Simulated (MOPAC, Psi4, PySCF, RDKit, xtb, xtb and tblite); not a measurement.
Internal rotation in SMILES CC(C)(C)C[SiH2]S. Scanned: dihedral C2–C5–Si6–S7; all other coordinates were relaxed at GFN2-xTB. Points at φ and −φ are mirror images.

Geometry of the scan point at -100° (Å):
```
21

C      1.7457    -1.7990    -4.6413
C      2.4585    -1.5688    -3.3037
C      3.5543    -0.5216    -3.5028
C      3.0760    -2.8864    -2.8362
C      1.4246    -1.0711    -2.2822
Si     1.9982    -0.8511    -0.4867
S      1.3150    -2.6066     0.5665
H      0.9754    -2.5606    -4.5398
H      1.2764    -0.8813    -4.9903
H      2.4532    -2.1294    -5.3989
H      4.1002    -0.3456    -2.5796
H      4.2621    -0.8545    -4.2590
H      3.1252     0.4234    -3.8303
H      3.7413    -3.2872    -3.5982
H      2.2997    -3.6219    -2.6366
H      3.6511    -2.7441    -1.9238
H      0.5816    -1.7673    -2.2820
H      1.0318    -0.1145    -2.6340
H      1.3468     0.2992     0.1394
H      3.4384    -0.7647    -0.2572
H      1.7998    -2.2723     1.7503
```

- GFN2-xTB (xtb and tblite)
- MMFF94 // GFN2-xTB (RDKit)
- B3LYP/def2-SVP // GFN2-xTB (Psi4)
- B3LYP-D3(BJ)/def2-SVP // GFN2-xTB (Psi4)
- PBE/def2-SVP // GFN2-xTB (Psi4)
- UFF // GFN2-xTB (RDKit)
- PM7, restricted, heats of formation // GFN2-xTB (MOPAC)
- PM6, restricted, heats of formation // GFN2-xTB (MOPAC)
- GFN1-xTB // GFN2-xTB (xtb)
- RKS-B3LYP/6-31G* = restricted B3LYP/6-31G*, spherical d, density fitting // GFN2-xTB (PySCF)
- RMP2/6-31G* = PySCF 2.14.0 with restricted MP2 (frozen core)/6-31G*, spherical d // GFN2-xTB
- RHF/LANL2DZ = PySCF with restricted Hartree-Fock/LANL2DZ, with its core potentials past Ne // GFN2-xTB
- RKS-B3LYP/3-21G = PySCF with restricted B3LYP/3-21G, density fitting // GFN2-xTB

Least-squares fit of E(φ) = a0 + Σ (a_n cos nφ + b_n sin nφ), n = 1 to 4, to the 18 scan points, in kJ/mol above the lowest point of each profile (levels whose profile four harmonics don't fit are not listed):

| method | a0 | a1 | b1 | a2 | b2 | a3 | b3 | a4 | b4 | rms of fit |
|---|---|---|---|---|---|---|---|---|---|---|
| GFN2-xTB | 3.97 | 2.90 | 0.00 | 0.19 | 0.00 | 1.53 | 0.00 | 0.23 | 0.00 | 0.30 |
| MMFF94 | 10.70 | 9.49 | 0.00 | 4.73 | 0.00 | 2.96 | 0.00 | -2.16 | 0.00 | 0.55 |
| B3LYP/def2-SVP | 3.26 | 2.89 | 0.00 | 1.78 | 0.00 | 2.67 | 0.00 | 0.38 | 0.00 | 0.33 |
| B3LYP-D3(BJ)/def2-SVP | 3.20 | 0.60 | 0.00 | 1.99 | 0.00 | 2.89 | 0.00 | 0.27 | 0.00 | 0.42 |
| PBE/def2-SVP | 2.37 | 2.01 | 0.00 | 1.66 | 0.00 | 2.64 | 0.00 | 0.42 | 0.00 | 0.37 |
| UFF | 8.11 | 7.13 | 0.00 | 4.53 | 0.00 | 3.36 | 0.00 | -1.98 | 0.00 | 0.67 |
| PM7 | 4.24 | 3.92 | 0.00 | 2.83 | 0.00 | 2.21 | 0.00 | -0.81 | 0.00 | 0.20 |
| PM6 | 2.33 | 2.39 | 0.00 | 1.28 | 0.00 | 1.59 | 0.00 | -0.11 | 0.00 | 0.20 |
| GFN1-xTB | 2.33 | 1.55 | 0.00 | 1.44 | 0.00 | 2.31 | 0.00 | 0.67 | 0.00 | 0.34 |
| RKS-B3LYP/6-31G* | 4.16 | 4.69 | 0.00 | 2.06 | 0.00 | 2.12 | 0.00 | 0.43 | 0.00 | 0.23 |
| RMP2/6-31G* | 3.41 | 4.28 | 0.00 | 2.62 | 0.00 | 2.26 | 0.00 | 0.24 | 0.00 | 0.26 |
| RHF/LANL2DZ | 5.84 | 6.43 | 0.00 | 2.63 | 0.00 | 2.12 | 0.00 | 0.05 | 0.00 | 0.32 |
| RKS-B3LYP/3-21G | 2.13 | 2.41 | 0.00 | 1.41 | 0.00 | 1.70 | 0.00 | 0.57 | 0.00 | 0.35 |

MMFF94 has few fitted parameters for silicon.
